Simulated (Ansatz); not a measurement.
The cluster K2H2. Total charge 0; triplet. Geometry r2SCAN-D4/def2-TZVP; atoms count from 1.

```xyz
4

K     4.361   -1.737    0.614
K    -4.364    1.728   -0.619
H    -0.106   -0.156    0.321
H     0.108    0.165   -0.315
```

In the triplet geometry the species has come apart into loosely held pieces. In the triplet, H3 and H4 lie 0.74 Å apart (atoms count from 1), so H2 has formed as a molecule. At PBE0-D4/def2-TZVP a singlet of charge 0 lies 0.38 eV below the triplet, each at its own geometry. The structure comes from a short search, and lower isomers may exist.

Problem. Estimate the Mulliken populations from the PBE0/def2-TZVP orbitals of Ansatz.

Solution. 
```
atom  charge (e)  spin (α − β)
  K1        0.00          1.00
  K2        0.00          1.00
  H3        0.00          0.00
  H4        0.00          0.00
```
Mulliken values depend strongly on the basis.

Problem. Where does the spin sit?

Solution. Summed by element: K 2.00, H 0.00, of 2 unpaired in all. Largest on single atoms: K1 1.00, K2 1.00, H3 0.00.
